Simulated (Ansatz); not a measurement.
## Strength of the C–Si bond: CH8O3Si2 → Si2H5O3 + CH3

Species: CH8O3Si2 `C[SiH](O)[SiH](O)O`, singlet; Si2H5O3 `O[SiH][SiH](O)O`, doublet; CH3 (methyl radical) `[CH3]`, doublet. 

Shapes, held fixed at every level: PBE0-D4/def2-TZVP. Flexible molecules stand in one conformer, not always the lowest. Programs: Ansatz 0.2.0. Electronic energies: no zero-point or thermal term.

| level | kind | ΔE (kJ/mol) | less CCSD(T)/CBS estimate |
| --- | --- | --- | --- |
| HF/def2-TZVPP | Hartree–Fock | +276.7 | -111.2 |
| B3LYP-D4/def2-TZVPP | global hybrid | +366.1 | -21.8 |
| PBE0-D4/def2-TZVPP | global hybrid | +372.7 | -15.2 |
| B2PLYP/def2-TZVPP | double hybrid | +369.2 | -18.7 |
| MP2/def2-TZVPP | perturbation theory | +393.3 | +5.4 |
| CCSD(T)/def2-TZVPP | coupled cluster or CI | +379.3 | -8.6 |
| CCSD(T)/CBS estimate | coupled cluster or CI | +387.9 | 0.0 |

The highest level, CCSD(T)/CBS estimate, gives ΔE = +387.9 kJ/mol; the levels span +276.7 to +393.3. The column of differences is taken from that level and isn't an error. Hartree–Fock misses the correlation of the pair that is broken and comes out low. No measured value is set beside it here. Open shells run unrestricted unless RO is named. The CBS estimate extrapolates MP2 from def2-TZVPP and def2-QZVPP and adds CCSD(T) − MP2 in the triple-zeta set, cores frozen.
